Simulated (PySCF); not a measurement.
A structure optimised at r2SCAN-D4/def2-TZVP, used in a PySCF frequency run:

```
O
H 1 0.9668
Cu 1 1.7667 2 107.19
```

Problem. Write its SMILES, formula and point group.

Solution. [OH][Cu], CuHO, Cs

Problem. What are its rotational constants (standard atomic weights)?

Solution. 638.79, 11.802, 11.588 GHz
